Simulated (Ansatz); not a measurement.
Diatomic LiB, multiplicity 3 (lowest of 2S+1 = 1, 3 at CCSD(T)/def2-TZVPP on PBE0 minima; our sources give no spin for the ground state, which may be another).

D_e counts from the fitted minimum to each atom's lowest state at the same level, without counterpoise.

Correlated levels freeze the inner cores; with def2 sets outer-core shells near the valence are correlated too.

Programs: Ansatz (Gaussian orbitals). Values without a source in brackets are computed.

The comparison value is 28.18 kcal/mol (CCSD(T)/def2-QZVPP). It is a level with limits of its own, not the exact answer.

### Question
Order these levels by how close they come to the comparison value for the bond energy D_e, closest first: PBE0/def2-TZVPP, CAM-B3LYP/def2-TZVPP, B97M-V/def2-TZVPP, PBE/def2-TZVPP, BHLYP/def2-TZVPP. Give each level's value less the comparison value.

### Answer
CAM-B3LYP/def2-TZVPP (0.97 kcal/mol), BHLYP/def2-TZVPP (-1.52 kcal/mol), PBE0/def2-TZVPP (2.71 kcal/mol), PBE/def2-TZVPP (4.39 kcal/mol), B97M-V/def2-TZVPP (6.49 kcal/mol)

Ansatz is a program for electronic structure.
